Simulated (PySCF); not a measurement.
Electron correlation in K(2+) (potassium, charge +2)

[Ne] 3s2 3p5, 2P determinant. Calculation: PySCF 2.14, in x2c-TZVPall; scalar relativity by spin-free X2C-1e. Frozen: [Ne] 3s2; 5 electrons correlated.

Total MP2 correlation energy: -83.29 mhartree.

Same-spin part -25.14 and opposite-spin part -58.15 mhartree; SCS-MP2 scales them by 1/3 and 6/5 to -78.16 mhartree.

```json
{"level": "CCSD", "correlation energy (mhartree)": "-94.64"}
{"level": "(T)", "correlation energy (mhartree)": "-0.28"}
{"level": "CCSD(T)", "correlation energy (mhartree)": "-94.92"}
```

Diagnostics: T1 = 0.0010, D1 = 0.0018, largest double amplitude 0.018.

Cost of the coupled-cluster step: 0.25 s of wall time on 1 thread of Intel(R) Xeon(R) Platinum 8259CL CPU @ 2.50GHz (shared host), for 5 correlated electrons.
